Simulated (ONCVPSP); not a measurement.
Sc: ONCV pseudisation with PBE, scalar-relativistic reference atom.

- Element: scandium
- Generator: ONCVPSP 4.0.1
- Type: optimised norm-conserving Vanderbilt (ONCV)
- Functional: PBE
- Relativity: scalar-relativistic
- Frozen core: [Ne]
- Valence charge: 11
- Reference configuration: 3s2 3p6 3d2 4s1
- Partial waves: 3s+4s: rc 1.95 bohr, ncon 4, nbas 7, qcut 4.7 1/bohr, 2 projectors; 3p: rc 1.70 bohr, ncon 4, nbas 7, qcut 8.8 1/bohr, 2 projectors, debl 3.6 Ha; 3d: rc 2.95 bohr, ncon 4, nbas 8, qcut 4.7 1/bohr, 2 projectors, debl 0.6 Ha; f scattering state at 0.31 Ha: rc 2.85 bohr, ncon 4, nbas 8, qcut 4.5 1/bohr, 2 projectors, debl 0.9 Ha
- Local potential: polynomial inside 1.55 bohr (lpopt 4, dvloc0 0 Ha)
- Core correction: polynomial model core, fcfact 0.5

Estimate the cutoffs (Ha) at which the residual kinetic energy of the hardest occupied pseudo-wave falls to 1 and 0.1 mHa per electron.

18 Ha and 23 Ha.

Does the potential have ghost states?

No bound ghost flagged; no localised positive-energy state flagged.

Which valence shell sets the plane-wave cutoff?

3p: 18 Ha for 1 mHa per electron, against 9 Ha for 3d.

Its largest configuration-test error is +117 meV (3s2 3p6 3d1 4s1). 3 of 4 tests not solved or not reliable.
